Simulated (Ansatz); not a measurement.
Reaction (substitution at a C–O bond): `CO[Si]1(F)CO1` + `[NH2][W](=[O])([OH])=[S]` → `C[O][W]([NH2])(=[O])=[S]` + `O[Si]1(F)CO1`

Isolated molecules relaxed with PBE0-D4/def2-TZVP in Ansatz; ΔE leaves out vibrations. CBS: MP2 limit from def2 TZ/QZ plus the TZ coupled-cluster correction, frozen cores. DFT in def2-TZVPP. def2 core potentials past Kr. For W outer-core shells are correlated without core-valence functions, which leaves a few kJ/mol of doubt a bond. One conformer a species, not always the lowest.

| level | ΔE (eV) |
| --- | --- |
| r2SCAN-D4 | -0.16 |
| PBE | -0.16 |
| HF/def2-TZVPP | -0.13 |
| MP2/def2-QZVPP | -0.22 |

Q: What does CCSD(T)/CBS give? (Estimate.)

A: The calculation gave: -0.17 eV. The listed levels differ from it by 0.01, 0.01, 0.04, -0.05 eV.

Largest T1 diagnostic among the species: 0.022, so the coupled-cluster value is less sure than usual.

In def2-TZVPP, CCSD(T) changes the Hartree–Fock value by −0.06 eV (the triples alone add −0.02 eV) and MP2 by −0.10 eV.
